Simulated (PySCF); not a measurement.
Compound: C3H2F2O2.
SMILES with atom numbers: `[O:1]=[C:2]([OH:3])[CH:4]=[C:5]([F:6])[F:7]` (hydrogens: H8 on O3; H9 on C4)

Torsions of this conformer, `[O:1]=[C:2]([OH:3])[CH:4]=[C:5]([F:6])[F:7]`: O1–C2–C4–C5 0°, H–O3–C2–O1 0°.

The closed-shell ground state was solved at several levels (PySCF, density fitting, gas phase, non-relativistic). One conformer (not necessarily the lowest) at the GFN2-xTB geometry, without solvent, vibrations or thermal averaging.

```csv
level,basis functions,HOMO (eV),LUMO (eV),gap (eV),dipole (D)
PBE0/pcSseg-1,129,-8.39,-1.32,7.07,2.00
CAM-B3LYP/def2-SVPD,168,-9.86,-0.39,9.47,2.21
```

(1) Estimate the row for B3LYP/pcJ-1, a basis of 209 functions; the other rows only guide the guess.

(2) Over all these levels, which gives the widest orbital gap and which the narrowest?

(3) How far do the dipole and the HOMO energy spread over the levels?

## Answers

(1) HOMO -8.10 eV, LUMO -1.55 eV, gap 6.55 eV, dipole 2.02 D.

(2) CAM-B3LYP/def2-SVPD (range-separated hybrid) has the widest, 9.47 eV, and B3LYP/pcJ-1 (global hybrid, 20 % exact exchange) the narrowest, 6.55 eV. Functional and basis both differ between the two, so the spread mixes both effects.

(3) The dipole runs from 2.00 to 2.21 D (mean 2.08 D) and the HOMO from -9.86 to -8.10 eV.
